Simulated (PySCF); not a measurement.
C3H6BNO, SMILES B(O)(NC)C#C.

Geometry optimised at PBE0-D3(BJ)/def2-SVP. The structure was generated by enumeration, and PubChem lists no compound with its InChIKey, so it may never have been made. Other conformers were not sampled.

Calculation: M06-2X/def2-TZVP (PySCF).

Symmetry labels are those of the subgroup Cs that the program uses (full group Cs).

Task: List the valence orbital energies around the gap with their symmetry. (Estimate from the structure and the level; the computed values follow.)

Result: 
```
orbital  symmetry  energy (eV)
-------  --------  -----------
HOMO−7         A'       -13.74
HOMO−6         A"       -13.66
HOMO−5         A'       -12.13
HOMO−4         A"       -12.07
HOMO−3         A'       -11.66
HOMO−2         A"        -9.60
HOMO−1         A'        -9.41
HOMO           A"        -8.50
LUMO           A"         0.69
LUMO+1         A'         1.44
LUMO+2         A'         1.63
LUMO+3         A'         2.44
```
